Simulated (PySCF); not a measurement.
**Vibration and rotation of PbN⁻**

RHF-CCSD(T) constants of PbN⁻, singlet, closed shell (Pb aug-cc-pVDZ-PP with ECP60, N aug-cc-pVDZ; scalar-relativistic core potentials (PySCF 2.14); masses 207.9766 and 14.0031 u):

- ωe: 637.0 cm⁻¹
- ωexe: 3.73 cm⁻¹
- Be: 0.31096 cm⁻¹
- αe: 0.00217 cm⁻¹
- De to Pb⁻ + N: 2.86 eV

Q: What force constant and bond length do these constants imply?

A: Reduced mass μred = 13.120 u; k = 5.8918×10⁻⁷·μred·ωe² (u, cm⁻¹, mdyn/Å) = 3.14 mdyn/Å; Re = √(16.8576/(μred·Be)) (u, cm⁻¹, Å) = 2.033 Å.

Q: Estimate the centrifugal constant D from the Kratzer relation and find the Dunham coefficient a1.

A: D = 4Be³/ωe² = 2.96e-07 cm⁻¹; a1 = −1 − αeωe/(6Be²) = -3.38.

Correlated steps freeze 5 core orbitals. Correlated levels converge slowly with the basis: in double zeta they bind strong bonds too weakly, by up to about 1 eV, and carry superposition errors of some tenths. Spin–orbit coupling is left out, which matters for elements this heavy, above all for dissociation energies. For an ion De counts to the pair picked by the measured ionisation energies or electron affinities, which need not be the lowest pair at this level. Where the molecule has an RHF reference, its open-shell atoms are computed with UHF. The CCSD T1 diagnostic is raised, a sign that a single reference may not be enough here. The restricted Hartree–Fock solution is unstable towards spin polarisation at this distance.
